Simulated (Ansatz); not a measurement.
`C=N[SiH2]N[SiH3]` and `C=N[SiH2]S` differ in one atom or group.

Ansatz, PBE0-D4/def2-TZVP geometries, multiplicity 1. Each molecule was computed in one conformer, which needn't be the lowest.

| property | `C=N[SiH2]N[SiH3]` |
| --- | --- |
| HOMO energy (PBE/def2-TZVPP) / eV | -5.70 |
| ideal-gas entropy at 298 K and 1 bar (rigid rotor, harmonic PBE0-D4/def2-TZVP) / J/(mol·K) | 381 |
| LUMO energy (ωB97M-V/def2-TZVPP) / eV | 1.23 |
| HOMO–LUMO gap (PBE/def2-TZVPP) / eV | 3.64 |
| size of the dipole moment (ωB97M-V/def2-TZVPP) / D | 0.51 |
| HOMO energy (ωB97M-V/def2-TZVPP) / eV | -9.42 |

Problem. Give the same properties after the change, and the shifts. (An estimate is asked.)

Solution. The calculation gave: 
```
                                                                                  property  `C=N[SiH2]S`  shift
                                                         HOMO energy (PBE/def2-TZVPP) / eV         -5.95  -0.25
ideal-gas entropy at 298 K and 1 bar (rigid rotor, harmonic PBE0-D4/def2-TZVP) / J/(mol·K)           328    -53
                                                     LUMO energy (ωB97M-V/def2-TZVPP) / eV          1.04  -0.19
                                                       HOMO–LUMO gap (PBE/def2-TZVPP) / eV          3.68   0.04
                                        size of the dipole moment (ωB97M-V/def2-TZVPP) / D          1.60   1.09
                                                     HOMO energy (ωB97M-V/def2-TZVPP) / eV         -9.62  -0.20
```

The zero-point energy changes by -84.5 kJ/mol with -12 modes. Dipoles are sizes alone; their direction can turn. Modes under 60 cm⁻¹, often nearly free rotors, make the harmonic entropy too high.
